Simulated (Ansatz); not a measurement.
# One arrangement of a pair

The pair of H$_{2}$O (SMILES O, atoms 1–3) and HBr (SMILES Br, atoms 4–5), both closed shells, in one local arrangement (a lower one may exist), relaxed at PBE0-D4/def2-TZVP:

O1  (0.423, 0.293, -0.735)
H2  (-0.258, 0.719, -1.262)
H3  (0.669, -0.502, -1.215)
Br4  (-0.678, -0.428, 2.259)
H5  (-0.156, -0.081, 0.953)
(Å)

Program: Ansatz 0.2.0. Basis: def2-TZVPPD, with def2-QZVPPD for the basis limit. Cores are frozen in the correlated methods. Filled d shells of the heavier atoms are correlated. The def2 sets are not built for correlating such inner shells, so the correlated values are less sure here. B3LYP uses VWN-RPA correlation. Extrapolation: Hartree–Fock as exp(−7.88 √X), correlation as X^−2.97. Interaction energies count from these two fragments, frozen as in the pair, with the counterpoise correction; negative means bound.

(1) What is the interaction energy by CCSD(T) at an estimated basis limit (MP2 extrapolated from triple and quadruple zeta, plus CCSD(T) − MP2 in triple zeta)? (To be estimated.)

(2) Which atoms make the shortest contact between the fragments?

The T1 diagnostic stays at or below 0.011.

Answers

(1) Computed: -19.9 kJ/mol. Hartree–Fock alone gives -8.2 kJ/mol at the basis limit. It counts from the two fragments frozen as in the pair.

The same quantity by other methods in triple zeta, and each one's difference from that estimate:
```
   method  E_int (kJ/mol)  difference
   PBE-D4           -24.6        -4.7
revPBE-D4           -20.2        -0.3
  BLYP-D4           -20.2        -0.3
r2SCAN-D4           -23.8        -3.9
   B97M-V           -20.8        -0.9
  PBE0-D4           -23.6        -3.7
 B3LYP-D4           -21.0        -1.1
 HSE06-D4           -23.6        -3.7
  wB97X-V           -19.9         0.0
  wB97M-V           -19.6         0.3
   B2PLYP           -18.1         1.8
       HF            -8.4        11.5
      MP2           -19.2         0.7
     CCSD           -14.4         5.4
  CCSD(T)           -16.2         3.7
```
Differences are method less estimate.

(2) O1 and H5, 1.82 Å apart.

Energy to bend the free fragments (PBE0-D4 minima) into their shapes in the pair, CCSD(T)/def2-TZVPPD: H$_{2}$O 0.2 kJ/mol; HBr 1.2 kJ/mol. This must be added to the interaction energy to get the binding energy from relaxed fragments.

Basis-set superposition shift (counterpoise-corrected less uncorrected): CCSD(T) 3.5; MP2 3.6; HF 0.4; PBE0-D4 0.5; wB97M-V 0.4 kJ/mol.

For scale, one of the runs: CCSD(T)/def2-TZVPPD, 148 basis functions, launched by `ansatz run in.yaml --threads 2 --pin off --events-out ev --progress --plain --max-ram 5222MiB`. Time: 9.5 s of wall clock on 2 CPU threads of an Intel Xeon 6975P-C; the host was shared. Peak host memory: 1 GiB.
